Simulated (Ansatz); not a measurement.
CH$_{3}$Cl$_{3}$HfSe (`C[Se][Hf]([Cl])([Cl])[Cl]`), relaxed with RKS PBE0-D4/def2-TZVP in Ansatz 0.2.0 from a GFN2-xTB geometry. The force threshold is 0.005 eV/Å; the program also tests the step.

The species carries charge 0 and has multiplicity 1. Hf: def2 effective core potential.

Start:

```xyz
9

C     0.050    1.363   -0.826
Se    1.281   -0.131   -1.330
Hf    0.164   -1.320    0.537
Cl    0.541   -0.186    2.461
Cl    0.530   -3.494    1.075
Cl   -2.082   -1.117    0.322
H    -0.952    1.125   -1.185
H     0.056    1.495    0.261
H     0.413    2.264   -1.315
```

Problem. By how much does the energy fall, and how many steps does the optimiser take? (Best estimate.)

Solution. Ansatz gave: 0.32 eV, in 27 steps, 7 of them rejected.

Problem. Which bonds change most? (An estimate is asked.)

Solution. The calculation gave: Hf3–Cl4 from 2.265 to 2.332 Å; Hf3–Cl6 from 2.266 to 2.332 Å; Hf3–Cl5 from 2.269 to 2.318 Å; Se2–Hf3 from 2.480 to 2.521 Å.

Problem. Give the relaxed structure. (Best estimate.)

Solution. The calculation gave: 
```xyz
9

C     0.043    1.356   -0.911
Se    0.996   -0.311   -1.375
Hf    0.047   -1.305    0.738
Cl    0.763   -0.031    2.556
Cl    0.822   -3.486    0.871
Cl   -2.282   -1.231    0.622
H    -0.655    1.573   -1.716
H    -0.520    1.290    0.024
H     0.785    2.144   -0.809
```
